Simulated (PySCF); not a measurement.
Ionisation energy of Fe²⁺ by level of theory

Fe²⁺ [Ar] 3d6 (5D) → Fe³⁺ [Ar] 3d5 (6S), as a difference of total energies. Calculation: PySCF 2.14, in aug-cc-pVDZ (7s6p4d2f, 59 functions); no relativity, point nucleus. Correlated levels: valence: [Ar] frozen. The calculations carry no spin-orbit coupling.

```
           method  ionisation energy (eV)
              UHF                  28.688
    MP2 (valence)                  30.066
SCS-MP2 (valence)                  30.110
   CCSD (valence)                  30.055
CCSD(T) (valence)                  30.079
```

Q: How much does correlation contribute at CCSD(T) (valence)?

A: 30.079 − (28.688) = 1.391 eV, measured against UHF.

These non-relativistic numbers lack the scalar-relativistic shift.

The reference lies between the lowest fine-structure levels, while these numbers refer to the centres of the terms.

Errors of the correlated levels include the incompleteness of this basis and the frozen core.

For comparison: 30.651 ± 0.012 eV (measured; NIST Atomic Spectra Database, ionization energies).
